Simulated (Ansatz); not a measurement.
One geometry of SnH2Me(OMe) (C2H8OSn), several levels of theory.

```yaml
crystal:
  periodic: [false, false, false]
  atoms:
    - {symbol: Sn, position_ang: [0.530154, 0.610495, 0.343909]}
    - {symbol: H, position_ang: [0.539752, 0.574892, 2.082795]}
    - {symbol: H, position_ang: [2.150758, 0.511489, -0.279481]}
    - {symbol: C, position_ang: [-0.628618, 2.225317, -0.487308]}
    - {symbol: H, position_ang: [-0.238074, 3.200659, -0.139253]}
    - {symbol: H, position_ang: [-1.680956, 2.112641, -0.165078]}
    - {symbol: H, position_ang: [-0.576628, 2.179538, -1.591338]}
    - {symbol: O, position_ang: [-0.469648, -1.027692, -0.293451]}
    - {symbol: C, position_ang: [0.001392, -2.304363, 0.061804]}
    - {symbol: H, position_ang: [1.032420, -2.525371, -0.315682]}
    - {symbol: H, position_ang: [-0.674156, -3.069455, -0.383458]}
    - {symbol: H, position_ang: [0.013602, -2.488140, 1.166524]}
basis:
  gaussian: {orbitals: def2-SVP, initial_orbitals: start.molden}
hamiltonian: {xc: pbe0, dispersion: d4}
scf: {omitted_lower_state_checks: [starts]}
output: {orbitals: {seedname: orbitals}}
```

The file start.molden holds the orbitals of an earlier run on this structure, at another level or in another basis.

```sh
$ ansatz run in.yaml --threads 4 --pin off --events-out ev --progress --plain --max-ram 3916MiB
```

Output, abridged:

```
Functional definition: PBE0
1277 factors; their error is unknown
mean field evaluation 1: about -10073.9743 eV, gradient 2.5e1 eV
mean field evaluation 2: about -10074.2112 eV, gradient 3.2e-1 eV
mean field evaluation 4: about -10074.2843 eV, gradient 6.0e-4 eV
mean field -10074.28425838 eV, -370.2231179004 hartree, gradient 2.2e-5 eV, S^2 0.000000; 0 other end points of the search recorded, 0 dependent functions left out
reference -10074.28429061 eV, -370.2231190849 hartree; 25, 25 occupied and 83, 83 virtual orbitals, 1277 factors
Total energy: -10074.46222350 eV, -370.2296579979 hartree
Checks for a lower state left out: starts
```

Run time 1.1 s (4 threads of Arm Neoverse V2 on a shared host).

As the first input, with `hamiltonian: {xc: pbe, dispersion: d4}` (abridged; 0.85 s):

```
Functional definition: PBE
mean field -10073.48748899 eV, -370.1938371653 hartree, gradient 4.8e-5 eV, S^2 0.000000
Total energy: -10073.69729717 eV, -370.2015474737 hartree
Checks for a lower state left out: starts
```

First input, but with `gaussian: {orbitals: def2-TZVP, initial_orbitals: start.molden}`, `hamiltonian: {xc: {name: B3LYP}, dispersion: d4}` (abridged; 2.7 s):

```
Functional definition: B3LYP
mean field -10086.66501426 eV, -370.6781022869 hartree, gradient 1.3e-5 eV, S^2 0.000000
Total energy: -10087.00297836 eV, -370.6905222386 hartree
Checks for a lower state left out: starts
```

First input, but with `gaussian: {orbitals: def2-TZVP, initial_orbitals: start.molden}` (abridged; 2.7 s):

```
Functional definition: PBE0
mean field -10079.49665781 eV, -370.4146700463 hartree, gradient 1.9e-5 eV, S^2 0.000000
Total energy: -10079.67463000 eV, -370.4212104036 hartree
Checks for a lower state left out: starts
```

First input, but with `gaussian: {orbitals: def2-TZVP, initial_orbitals: start.molden}`, `hamiltonian: {xc: {name: r2SCAN0}, dispersion: d4}` (abridged; 4.3 s):

```
Functional definition: r2SCAN0
mean field -10082.78972200 eV, -370.5356879233 hartree, gradient 1.1e-5 eV, S^2 0.000000
Total energy: -10082.85129477 eV, -370.5379506806 hartree
Checks for a lower state left out: starts
```

As the first input, with `gaussian: {orbitals: def2-TZVP, initial_orbitals: start.molden}`, `correlation: {method: ccsd_t}` and without the key `hamiltonian` (abridged; 93 s):

```
Functional definition: HF
mean field -10031.42140374 eV, -368.6479370458 hartree, gradient 4.0e-6 eV, S^2 0.000000
7 core orbitals not correlated: weight in the atoms' cores, before any rotation towards them, 1.000 or more for the frozen orbitals, at most 0.000 for the correlated occupied ones
second order -24.74789171 eV of doubles, -0.00000000 eV of singles
cycle   1  -24.91711712 eV  change   -1.7e-1 eV  update   1.2e-1
cycle   2  -25.57424765 eV  change   -6.6e-1 eV  update   3.6e-2
cycle   3  -25.71945838 eV  change   -1.5e-1 eV  update   2.0e-2
cycle   4  -25.71165558 eV  change    7.8e-3 eV  update   4.9e-3
cycle   5  -25.70924587 eV  change    2.4e-3 eV  update   2.3e-3
cycle   6  -25.70966734 eV  change   -4.2e-4 eV  update   7.9e-4
cycle   7  -25.70947906 eV  change    1.9e-4 eV  update   3.9e-4
cycle   8  -25.70944912 eV  change    3.0e-5 eV  update   1.2e-4
cycle   9  -25.70951177 eV  change   -6.3e-5 eV  update   4.6e-5
cycle  10  -25.70951800 eV  change   -6.2e-6 eV  update   1.5e-5
perturbative correction -0.87939375 eV, -0.0323171243 hartree
Total energy: -10058.01031549 eV, -369.6250615301 hartree
Checks for a lower state left out: starts
```

The first input with `gaussian: {orbitals: def2-TZVP, initial_orbitals: start.molden}`, `hamiltonian: {xc: {name: BLYP}, dispersion: d4}`, `output: {forces: true, orbitals: {seedname: orbitals}}` (abridged; 2.3 s):

```
Functional definition: BLYP
mean field -10081.13842431 eV, -370.4750038523 hartree, gradient 1.4e-5 eV, S^2 0.000000
Total energy: -10081.59385297 eV, -370.4917405468 hartree
Atom 0 force     0.073245    -0.101477     0.053965 eV/Å
Atom 1 force     0.002631    -0.027586    -0.061941 eV/Å
Atom 2 force    -0.056944    -0.025330     0.027053 eV/Å
Atom 3 force    -0.277047     0.301296    -0.199368 eV/Å
Atom 4 force    -0.125889    -0.318032    -0.112872 eV/Å
Atom 5 force     0.343794     0.052890    -0.111571 eV/Å
Atom 6 force    -0.025163     0.029232     0.363727 eV/Å
Atom 7 force    -0.070865     0.546479    -0.064185 eV/Å
Atom 8 force     0.296869    -1.002982     0.229528 eV/Å
Atom 9 force    -0.318595     0.141777     0.091277 eV/Å
Atom 10 force     0.182641     0.273321     0.118976 eV/Å
Atom 11 force    -0.024677     0.130411    -0.334589 eV/Å
Dipole moment:     0.129014     0.256567     0.080711 e Å
Checks for a lower state left out: starts
```

Geometry: PBE-D4/def2-SVP.

In the def2 sets Sn takes a core potential; there is no spin–orbit coupling. B3LYP takes the VWN-RPA correlation. Correlated methods freeze 7 core orbitals; core or outer-core shells of Sn are correlated, in sets that lack core-valence functions.
